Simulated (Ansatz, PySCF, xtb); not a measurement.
Complex: C2H4 (SMILES C=C) (first 6 atoms) with H4OSi (SMILES O[SiH3]); geometry from B3LYP-D3(BJ)/def2-TZVP, rigid monomers moved along the line of their centres of mass till H4···O7 is 2.43 Å.
(charge 0, multiplicity 1):
```
atom    x (Å)    y (Å)    z (Å)
----  -------  -------  -------
C     -0.3552  -0.4689  -0.0182
C      0.4663   0.5705   0.0029
H     -1.1645  -0.5394  -0.7351
H     -0.2469  -1.2837   0.6863
H      1.2720   0.6355   0.7235
H      0.3667   1.3942  -0.6938
O      0.6957  -0.9449   2.8992
Si    -0.3177   0.2481   3.4407
H      1.5675  -1.0133   3.2951
H     -0.4187   0.2170   4.9220
H     -1.6350  -0.0257   2.8387
H      0.1557   1.5948   3.0411
```

Interaction energies are E(AB) − E(A) − E(B) at the monomers' geometry in the complex; basis-set methods are counterpoise corrected. Rows marked so take none.

Cores are frozen in the correlated methods. Rows in 6-31G* carry no dispersion term and start afresh at each structure (6-31G* with six Cartesian d functions).

Codes used: Ansatz (Gaussian orbitals); PySCF for 6-31G* rows; xtb for the GFN methods. Values without a source in brackets are computed.

**Question.** Estimate the interaction energy that HF/6-31G* (no counterpoise) returns for this input.

**Answer.** 48 meV

**Question.** What interaction energy does GFN2-xTB give?

**Answer.** -17 meV

**Question.** What interaction energy does CCSD(T)/aug-cc-pV(D+d)Z give?

**Answer.** -23 meV

Ansatz is a quantum-chemistry and plane-wave program.
